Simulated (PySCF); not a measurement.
**Nuclear quadrupole coupling in `C=CO/C=C\C(=O)OC`**

Species: C6H8O3.
Cartesian coordinates in Å at the PBE0-D3(BJ)/def2-SVP level; atoms count from 1:
```xyz
17
C6H8O3 angstrom
C      3.6580    1.3078   -0.4946
C      2.9713    0.1704   -0.4547
O      1.6305    0.1591   -0.2339
C      0.9879   -1.0067   -0.1936
C     -0.3310   -1.1373    0.0305
C     -1.2565   -0.0224    0.2685
O     -0.9910    1.1531    0.2903
O     -2.5031   -0.4937    0.4706
C     -3.4901    0.4880    0.7125
H      3.1607    2.2685   -0.3493
H      4.7324    1.2818   -0.6743
H      3.4284   -0.8174   -0.5941
H      1.6109   -1.8959   -0.3590
H     -0.7456   -2.1452    0.0400
H     -3.2593    1.0657    1.6206
H     -4.4380   -0.0488    0.8375
H     -3.5611    1.1937   -0.1291
```

Field gradients from the PBE0/pcSseg-1 density (PySCF, non-relativistic), principal values in atomic units, ordered |Vxx| ≤ |Vyy| ≤ |Vzz|:

| atom | Vxx | Vyy | Vzz |
| --- | --- | --- | --- |
| O3 | -0.6988 | -1.0511 | 1.7499 |
| O7 | 0.7102 | 0.8912 | -1.6014 |
| O8 | -0.4908 | -1.2374 | 1.7282 |

Question: Find the asymmetry η = (Vxx − Vyy)/Vzz and the couplings χ = eQV/h (234.96 MHz × Q in barn × V in au), with Q(17O) = −0.0256 b.

Answer: 
```json
{"atom": "O3", "environment": "ether oxygen", "nucleus": "17O", "η": "0.20", "χzz (MHz)": "-10.53", "χxx (MHz)": "4.20", "χyy (MHz)": "6.32"}
{"atom": "O7", "environment": "ester carbonyl oxygen", "nucleus": "17O", "η": "0.11", "χzz (MHz)": "9.63", "χxx (MHz)": "-4.27", "χyy (MHz)": "-5.36"}
{"atom": "O8", "environment": "ester single-bonded oxygen", "nucleus": "17O", "η": "0.43", "χzz (MHz)": "-10.40", "χxx (MHz)": "2.95", "χyy (MHz)": "7.44"}
```

Question: What is Vzz at O8 in SI units (1 au = 9.71736 × 10²¹ V/m²)?

Answer: 1.7282 au = 16.793 × 10²¹ V/m².

Question: And the gradient at the other heavy atoms, for which no coupling is worked out here?

Answer: 
```
atom                    environment  Vzz (au)     η
  C1           terminal =CH2 carbon     0.211  0.27
  C2  vinylic carbon bearing oxygen    -0.398  0.50
  C4  vinylic carbon bearing oxygen    -0.410  0.04
  C5               alkene CH carbon    -0.105  0.95
  C6          ester carbonyl carbon    -0.368  0.90
  C9                 methoxy carbon     0.447  0.02
```

Question: What couplings would deuterons (Q(2H) = 0.00286 b) have in place of the hydrogens, at this geometry?

Answer: 
| atom | bonded to | bond length (Å) | Vzz (au) | η | χzz (kHz) |
| --- | --- | --- | --- | --- | --- |
| H10 | C1 | 1.092 | 0.3087 | 0.06 | 207 |
| H11 | C1 | 1.090 | 0.3133 | 0.08 | 211 |
| H12 | C2 | 1.097 | 0.2878 | 0.14 | 193 |
| H13 | C4 | 1.098 | 0.2838 | 0.12 | 191 |
| H14 | C5 | 1.090 | 0.3084 | 0.11 | 207 |
| H15 | C9 | 1.101 | 0.2813 | 0.10 | 189 |
| H16 | C9 | 1.096 | 0.2906 | 0.08 | 195 |
| H17 | C9 | 1.101 | 0.2814 | 0.11 | 189 |

Isolated species at its PBE0-D3(BJ)/def2-SVP geometry (one conformer only). These gradients aren't converged with respect to the basis.
